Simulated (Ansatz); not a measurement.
`[OH][Sc]([Cl])[Cl]`, relaxed with RKS PBE0-D4/def2-TZVP in Ansatz from a GFN2-xTB geometry. The force threshold is 0.005 eV/Å; the program also tests the step.

Total charge 0; spin multiplicity 1.

Start:

```xyz
5

O     0.264    0.408    1.275
Sc   -0.080   -0.119   -0.380
Cl    1.438   -0.123   -2.018
Cl   -2.078   -0.859   -1.045
H     0.456    0.693    2.169
```

Q: By how much does the energy fall, and how many steps does the optimiser take? (Estimate.)

A: Ansatz gave: 14.02 kJ/mol, in 4 steps.

Q: Which bonds change most? (Estimate.)

A: Ansatz gave: Sc2–Cl4 from 2.232 to 2.296 Å; Sc2–Cl3 from 2.233 to 2.296 Å; O1–Sc2 from 1.770 to 1.826 Å; O1–H5 from 0.958 to 0.954 Å.

Q: Give the relaxed structure. (Estimate.)

A: Ansatz gave: 
```xyz
5

O     0.263    0.405    1.265
Sc   -0.093   -0.140   -0.440
Cl    1.579   -0.081   -2.012
Cl   -2.203   -0.873   -0.968
H     0.454    0.690    2.155
```
